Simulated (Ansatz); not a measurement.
A geometry relaxed with B3LYP-D3(BJ)/def2-TZVP (Ansatz, a first-principles code), charge 0, multiplicity 1:

```xyz
9

H     -2.6604     0.0475     0.5803
H      0.3585     2.2893     0.4765
H      2.0135    -1.7919     0.2174
Si    -1.6723    -0.1105    -0.5138
H     -2.2494     0.4773    -1.7466
H     -1.4097    -1.5507    -0.7400
Si     1.9682    -0.3822     0.6560
Si     0.3632     0.8890    -0.0059
H      3.2884     0.1323     1.0760
```

Q: Write the SMILES of this molecule.

A: `[SiH2]=[SiH][SiH3]`
